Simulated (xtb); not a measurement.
Harmonic IR lines of one isomer of H$_{6}$OSi$_{3}$, unscaled. All values below come from GFN2-xTB run with xtb.

```csv
wavenumber (cm⁻¹),relative intensity
304,3.0
426,12
591,7.0
629,5.7
647,25
754,79
792,23
814,3.3
837,26
2162,32
2227,100
2239,24
2245,8.6
```

### Question
Identify which structure gives these lines.
A. `O[SiH2][SiH]=[SiH2]`
B. `O=[SiH][SiH2][SiH3]`
C. `O1[SiH2][SiH2][SiH2]1`

### Answer
C, `O1[SiH2][SiH2][SiH2]1`
